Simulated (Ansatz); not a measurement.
GeH3(NHtBu) (C4H13GeN). Charge 0, multiplicity 1. Geometry r2SCAN-D4/def2-SVP, basis def2-TZVP, Ansatz.

| run | HOMO (eV) | LUMO (eV) |
| --- | --- | --- |
| A | -5.15 | -0.13 |
| B | -5.47 | 0.19 |
| C | -6.55 | 0.55 |
| D | -5.20 | -0.26 |
| E | -7.94 | 1.41 |

Problem. The runs used CAM-B3LYP, PBE, PBE0, r2SCAN, revPBE. Estimate which is which.

Solution. A revPBE (0 % exact exchange); B r2SCAN (0 % exact exchange); C PBE0 (25 % exact exchange); D PBE (0 % exact exchange); E CAM-B3LYP (range-separated). Exact exchange lowers occupied and raises empty levels; among semilocal functionals meta-GGAs tend to open the gap a little, and such runs are hard to tell apart. The gap grows from 4.94 eV (PBE) to 9.35 eV (CAM-B3LYP).
